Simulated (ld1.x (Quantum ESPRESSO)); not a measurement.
**hydrogen: one change to an RRKJ potential, before and after**

- Element: H (Z = 1)
- Generator: ld1.x (Quantum ESPRESSO) 7.5
- Type: norm-conserving RRKJ (Kleinman–Bylander form)
- Functional: PBEsol
- Relativity: scalar-relativistic
- Frozen core: none
- Valence charge: 1
- Reference configuration: 1s1
- Partial waves: 1s (bound): rc 1.50 bohr
- Local potential: the s channel
- Core correction: none

All-electron outer shells of the reference configuration (PBEsol, scalar-relativistic, ld1.x):

```json
{"shell": "1s", "level (eV)": "-6.33", "outermost node (bohr)": "–", "outermost maximum (bohr)": "1.05"}
```

Change: wave 1s (bound): rc 1.50 bohr becomes 1s (bound): rc 2.08 bohr.

Cutoffs: the cutoffs (Ry, on a coarse ladder) from which the occupation-weighted sum of valence levels, in a spherical-Bessel basis at the reference potential, stays within 10 and 1 mRy of its value at 400 Ry; they do not see the model core or the augmentation charge, which bear on the density cutoff. Errors are all-electron minus pseudo energies relative to the spin-unpolarised reference configuration.

Predict the effect on cutoff, ghosts and configuration errors.

The potential gets softer (18 Ry and 30 Ry → 12 Ry and 18 Ry); neither file shows a bound ghost. A larger radius leaves more room for a smooth pseudo-wave, so fewer plane waves are needed.

```json
{"quantity": "cutoff, loose", "base": "18 Ry", "changed": "12 Ry"}
{"quantity": "cutoff, tight", "base": "30 Ry", "changed": "18 Ry"}
{"quantity": "bound ghosts", "base": "none", "changed": "none"}
{"quantity": "error for 1s0.5, meV [ΔE 4.66 eV]", "base": "+3.9", "changed": "+13"}
```
